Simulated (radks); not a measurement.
Values are calculated unless marked as measured or tabulated.
Neutral osmium inside a hard spherical wall (all orbitals vanish at R), configuration held at [Xe] 4f14 5d6 6s2 and not refilled when levels cross. Level of theory: scalar-relativistic Kohn-Sham, LDA (Slater exchange, VWN5 correlation), spin-unpolarised, spherical densities, finite nucleus; Fermi nuclear charge, rms radius 5.4126 fm (a radial shooting solver on a logarithmic mesh with Libxc functionals). Eigenvalues in eV, with the zero of energy where the potential of the charges vanishes at infinity; a dash marks a level that is unbound or too diffuse for the functional's potential to be trusted. A positive occupied level is held by the wall or, in an anion where self-interaction has pushed it up, behind a barrier. The pressure on the wall is -dE/dV.

R (bohr),E (hartree),kinetic (hartree),e(4f),e(5p),e(5d),e(6s),"e(6p, empty)","e(7s, empty)",pressure (GPa)
free,-17240.9320,19096.309,-52.307,-51.063,-6.467,-6.375,-1.392,-0.020,0
20,-17240.9320,19096.309,-52.307,-51.063,-6.467,-6.375,-1.392,0.105,< 0.0001
12,-17240.9320,19096.310,-52.306,-51.062,-6.466,-6.374,-1.368,0.806,0.000232
6,-17240.8995,19096.547,-51.302,-50.092,-5.585,-5.445,0.756,11.199,2.80
3.5,-17239.8583,19101.210,-40.506,-40.472,3.760,8.097,20.906,69.347,318
3,-17238.5193,19106.490,-32.557,-33.832,11.204,21.369,38.827,112.72,1070
2.5,-17234.9618,19119.997,-17.758,-21.541,26.315,51.514,77.045,197.13,4340
